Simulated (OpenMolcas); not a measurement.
**Levels of S4+ by method**

```yaml
Program: OpenMolcas 26.06
Basis: ANO-R3 [6s5p4d3f1g]
Scalar_Hamiltonian: X2C, finite nucleus
Active_space: 2 electrons in 4 orbitals (3s 3p)
State_averaging: 2S+1 = 3 even, 3 roots; 2S+1 = 1 even, 6 roots; 2S+1 = 3 odd, 3 roots; 2S+1 = 1 odd, 3 roots
Spin-orbit_coupling: state interaction with AMFI integrals over the reference wave functions, term energies averaged over their components
```

Methods on the same reference wave functions:
A. CASSCF
B. SS-CASPT2, IPEA 0.25 Eh, imaginary shift 0.1 Eh (closed shells correlated: 2s 2p)

Energies in cm-1 above 3s2 1S0, the measured ground level; measured values from NIST levels in Podobedova, Kelleher and Wiese, J. Phys. Chem. Ref. Data 38, 171 (2009); Martin, Zalubas and Musgrove, J. Phys. Chem. Ref. Data 19, 821 (1990).

```csv
Level,A,B,Measured
3s2 1S0,0.0,0.0,0.0
3s 3p 3P* 0,82606,82985,83024
3s 3p 3P* 1,82936,83314,83394
3s 3p 3P* 2,83609,83988,84155
3s 3p 1P* 1,140687,128590,127151
```

Deviations, from unrounded energies. A percentage is the sum of absolute deviations over the sum of measured energies, with the sign that they share, or ± where signs differ.

```tsv
Against measurement	Levels	A	B
mean absolute deviation (cm-1)	4	3700	430
other configurations (%)	4	±4.0	±0.5
```

B lies closest to measurement on these levels. The largest miss of B in the table is 3s 3p 1P* 1, by +1400 cm-1. The ranking rests on the paired levels alone, and a cruder setting can come out closer through cancelling errors.

The lowest spin-free term lies below A's lowest term by 0.275 hartree in B.

Over all roots computed the reference weight is 0.92 to 0.99 in B; the roots of lowest weight are the least certain, and an intruder state may touch them. Measured partners are found by configuration, term and J. A level has none where our copy of the source lacks it or the pairing is in doubt (some pairs that miss far off the trend of their configuration count as doubtful), and it then counts in no deviation. Only configurations of the active space appear. Levels that lie high or do not pair safely by name in every column are left out.

* marks odd parity.
